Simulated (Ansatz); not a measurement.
Ansatz (a first-principles code) input file for C3H7BO2, SMILES O(B(C=O)C)C, PBE-D3(BJ)/def2-SVP. 

Ansatz 0.2 input:
```yaml
crystal:
  periodic: [false, false, false]
  atoms:
    - {symbol: C, position_ang: [-0.29958984, 2.34659942, -0.00000000]}
    - {symbol: O, position_ang: [-0.77128844, 1.02122786, 0.00000000]}
    - {symbol: B, position_ang: [0.04982715, -0.04917535, 0.00000000]}
    - {symbol: C, position_ang: [1.61334951, 0.01665412, 0.00000000]}
    - {symbol: C, position_ang: [-0.72936949, -1.45814277, -0.00000000]}
    - {symbol: O, position_ang: [-0.15134084, -2.52221576, -0.00000000]}
    - {symbol: H, position_ang: [0.31087419, 2.55488387, -0.89354678]}
    - {symbol: H, position_ang: [-1.16597050, 3.02201614, 0.00000000]}
    - {symbol: H, position_ang: [0.31087419, 2.55488387, 0.89354678]}
    - {symbol: H, position_ang: [2.04370798, -0.99443731, -0.00000000]}
    - {symbol: H, position_ang: [1.99119894, 0.56135815, 0.88255597]}
    - {symbol: H, position_ang: [1.99119893, 0.56135815, -0.88255598]}
    - {symbol: H, position_ang: [-1.85632634, -1.43694754, 0.00000001]}
basis:
  gaussian:
    orbitals: def2-SVP
hamiltonian:
  xc: pbe
  dispersion: d3bj
relax: {f_tol: 0.002, max_steps: 200}
```

Program output:

```
WARN ansatz: RAYON_NUM_THREADS=2 ignored (pool sized by the plan → 2); use --threads N
Functional definition: PBE
integrals: 0.06 GiB planned
1320 factors; their error is unknown
mean field: 0.35 GiB planned
mean field evaluation 1: about -7968.7134 eV, gradient 7.2e1 eV
mean field evaluation 2: about -7951.8457 eV, gradient 1.1e2 eV
mean field evaluation 4: about -7980.2918 eV, gradient 8.4e0 eV
mean field evaluation 8: about -7980.4336 eV, gradient 3.2e-1 eV
mean field evaluation 16: about -7980.3852 eV, gradient 1.7e-4 eV
mean field -7980.38516245 eV, -293.2737454208 hartree, gradient 1.8e-5 eV, S^2 0.000000; 0 other end points of the search recorded, 0 dependent functions left out
the calculation of the forces begins
reference -7980.38519643 eV, -293.2737466694 hartree; 23, 23 occupied and 96, 96 virtual orbitals, 1320 factors
relax step   1: F+E_penalty+E_count = -7980.62637495 eV  Δ(F+E_penalty+E_count) = +0.000e0 eV  max|allowed force component| = 1.054e0 eV/Å  Δτ_max = 0.0000 Å  (31 SCF iters, accepted)
these checks for a lower state are left out or cut short: starts, cluster_reference, orbital_swaps, neighbouring_geometries, increment
integrals: 0.06 GiB planned
1320 factors; their error is unknown
mean field: 0.35 GiB planned
mean field -7980.41022673 eV, -293.2746665158 hartree, gradient 1.2e-5 eV, S^2 0.000000; 0 other end points of the search recorded, 0 dependent functions left out
the calculation of the forces begins
reference -7980.41026080 eV, -293.2746677682 hartree; 23, 23 occupied and 96, 96 virtual orbitals, 1320 factors
relax step   2: F+E_penalty+E_count = -7980.65028780 eV  Δ(F+E_penalty+E_count) = -2.391e-2 eV  max|allowed force component| = 2.345e-1 eV/Å  Δτ_max = 0.0202 Å  (32 SCF iters, accepted)
these checks for a lower state are left out or cut short: starts, cluster_reference, orbital_swaps, neighbouring_geometries, increment
integrals: 0.06 GiB planned
1320 factors; their error is unknown
mean field: 0.35 GiB planned
mean field evaluation 32: about -7980.4129 eV, gradient 6.2e-5 eV
mean field -7980.41287476 eV, -293.2747638294 hartree, gradient 1.4e-5 eV, S^2 0.000000; 0 other end points of the search recorded, 0 dependent functions left out
the calculation of the forces begins
reference -7980.41290889 eV, -293.2747650837 hartree; 23, 23 occupied and 96, 96 virtual orbitals, 1320 factors
relax step   3: F+E_penalty+E_count = -7980.65253007 eV  Δ(F+E_penalty+E_count) = -2.242e-3 eV  max|allowed force component| = 6.468e-2 eV/Å  Δτ_max = 0.0055 Å  (33 SCF iters, accepted)
these checks for a lower state are left out or cut short: starts, cluster_reference, orbital_swaps, neighbouring_geometries, increment
integrals: 0.06 GiB planned
1320 factors; their error is unknown
mean field: 0.35 GiB planned
mean field -7980.41296677 eV, -293.2747672105 hartree, gradient 1.8e-5 eV, S^2 0.000000; 0 other end points of the search recorded, 0 dependent functions left out
the calculation of the forces begins
reference -7980.41300090 eV, -293.2747684649 hartree; 23, 23 occupied and 96, 96 virtual orbitals, 1320 factors
relax step   4: F+E_penalty+E_count = -7980.65266175 eV  Δ(F+E_penalty+E_count) = -1.317e-4 eV  max|allowed force component| = 2.583e-2 eV/Å  Δτ_max = 0.0020 Å  (25 SCF iters, accepted)
these checks for a lower state are left out or cut short: starts, cluster_reference, orbital_swaps, neighbouring_geometries, increment
integrals: 0.06 GiB planned
1320 factors; their error is unknown
mean field: 0.35 GiB planned
mean field -7980.41289173 eV, -293.2747644529 hartree, gradient 2.2e-5 eV, S^2 0.000000; 0 other end points of the search recorded, 0 dependent functions left out
the calculation of the forces begins
reference -7980.41292586 eV, -293.2747657071 hartree; 23, 23 occupied and 96, 96 virtual orbitals, 1320 factors
relax step   5: F+E_penalty+E_count = -7980.65269870 eV  Δ(F+E_penalty+E_count) = -3.695e-5 eV  max|allowed force component| = 1.540e-2 eV/Å  Δτ_max = 0.0032 Å  (25 SCF iters, accepted)
these checks for a lower state are left out or cut short: starts, cluster_reference, orbital_swaps, neighbouring_geometries, increment
integrals: 0.06 GiB planned
1320 factors; their error is unknown
mean field: 0.35 GiB planned
mean field -7980.41288757 eV, -293.2747643002 hartree, gradient 8.4e-5 eV, S^2 0.000000; 0 other end points of the search recorded, 0 dependent functions left out
the calculation of the forces begins
reference -7980.41292170 eV, -293.2747655542 hartree; 23, 23 occupied and 96, 96 virtual orbitals, 1320 factors
relax step   6: F+E_penalty+E_count = -7980.65270533 eV  Δ(F+E_penalty+E_count) = -6.635e-6 eV  max|allowed force component| = 3.398e-3 eV/Å  Δτ_max = 0.0010 Å  (21 SCF iters, accepted)
these checks for a lower state are left out or cut short: starts, cluster_reference, orbital_swaps, neighbouring_geometries, increment
integrals: 0.06 GiB planned
1320 factors; their error is unknown
mean field: 0.35 GiB planned
mean field -7980.41287976 eV, -293.2747640129 hartree, gradient 3.8e-5 eV, S^2 0.000000; 0 other end points of the search recorded, 0 dependent functions left out
the calculation of the forces begins
reference -7980.41291388 eV, -293.2747652668 hartree; 23, 23 occupied and 96, 96 virtual orbitals, 1320 factors
relax step   7: F+E_penalty+E_count = -7980.65270594 eV  Δ(F+E_penalty+E_count) = -6.040e-7 eV  max|allowed force component| = 9.303e-4 eV/Å  Δτ_max = 0.0003 Å  (20 SCF iters, accepted)
integrals: 0.06 GiB planned
1320 factors; their error is unknown
mean field: 0.35 GiB planned
mean field evaluation 64: about -7951.4289 eV, gradient 1.1e2 eV
mean field -7980.41287976 eV, -293.2747640129 hartree, gradient 3.8e-5 eV, S^2 0.000000; 1 other end points of the search recorded, 0 dependent functions left out
the calculation of the forces begins
reference -7980.41291388 eV, -293.2747652668 hartree; 23, 23 occupied and 96, 96 virtual orbitals, 1320 factors
Total energy: -7980.65274006 eV, -293.2835787165 hartree
Atom 0 at    -0.302243     2.358065     0.000000 Å, force    -0.000120     0.000430     0.000000 eV/Å
Atom 1 at    -0.785252     1.020262     0.000000 Å, force     0.000232    -0.000222     0.000000 eV/Å
Atom 2 at     0.049116    -0.055669     0.000000 Å, force    -0.000256     0.000469    -0.000000 eV/Å
Atom 3 at     1.617389     0.015420    -0.000000 Å, force    -0.000704     0.000318    -0.000000 eV/Å
Atom 4 at    -0.731663    -1.468739     0.000000 Å, force     0.000930    -0.000853    -0.000000 eV/Å
Atom 5 at    -0.148550    -2.545697    -0.000000 Å, force    -0.000692     0.000040    -0.000000 eV/Å
Atom 6 at     0.315401     2.563588    -0.899989 Å, force    -0.000004     0.000026     0.000004 eV/Å
Atom 7 at    -1.173073     3.041655     0.000000 Å, force     0.000176    -0.000158     0.000000 eV/Å
Atom 8 at     0.315401     2.563588     0.899989 Å, force    -0.000004     0.000026    -0.000004 eV/Å
Atom 9 at     2.052334    -1.002650     0.000000 Å, force     0.000199    -0.000202     0.000000 eV/Å
Atom 10 at     2.000074     0.565753     0.887440 Å, force     0.000144     0.000019     0.000117 eV/Å
Atom 11 at     2.000074     0.565753    -0.887440 Å, force     0.000144     0.000019    -0.000117 eV/Å
Atom 12 at    -1.871862    -1.443266    -0.000000 Å, force    -0.000045     0.000089     0.000000 eV/Å
Dipole moment:     0.096676     0.780156    -0.000000 e Å
```

The calculation finished and met its thresholds.
